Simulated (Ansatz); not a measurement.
`NB[SiH2]N` + CH₃NH₂ → `CNBN` + `N[SiH3]`  (cleavage of the B–Si bond)

Program: Ansatz. Geometries: PBE0-D4/def2-TZVP. ΔE: electronic, gas phase. CBS: MP2 limit from def2 TZ/QZ plus the TZ coupled-cluster correction, frozen cores. This one scheme is used for every species. Functionals use def2-TZVPP. HSE06 is defined as in plane-wave codes. Each species was taken in one conformer, which may not be the lowest.

Is it downhill or uphill in electronic energy at CCSD(T)/CBS, and by how much? (An estimate is asked.)

The calculation gave: Downhill: ΔE = -120.7 kJ/mol.

What do these levels give: B97M-V, PBE0, HSE06, LC-ωPBE, HF/def2-SVP, CCSD/CBS(def2)? (Best estimate.)

Ansatz gave: B97M-V -120.4, PBE0 -118.2, HSE06 -118.2, LC-ωPBE -122.6, HF/def2-SVP -144.5, CCSD/CBS(def2) -122.7 kJ/mol.

What do rigid-rotor, harmonic-oscillator terms from PBE0-D4/def2-TZVP frequencies (298.15 K, 1 bar) make of the CCSD(T)/CBS value? (Best estimate.)

Computed: ΔZPE = -5.4 kJ/mol, ΔH = -127.1 kJ/mol, ΔS = -13 J/(mol·K), ΔG = -123.3 kJ/mol.

Largest T1 diagnostic among the species: 0.013.

Leaving LDA and LC-ωPBE aside and taking each functional with its dispersion term where it has one, the values, not all of them listed here, spread over 19.0 kJ/mol, from BHLYP-D4 to revPBE-D4. LDA lies −13.5 kJ/mol from PBE without D4. In def2-TZVPP, CCSD(T) changes the Hartree–Fock value by +15.4 kJ/mol (the triples alone add +2.0 kJ/mol) and MP2 by +8.2 kJ/mol. At CCSD(T), def2-SVP lies −12.1 kJ/mol from the extrapolated value and def2-TZVPP −0.3 kJ/mol.
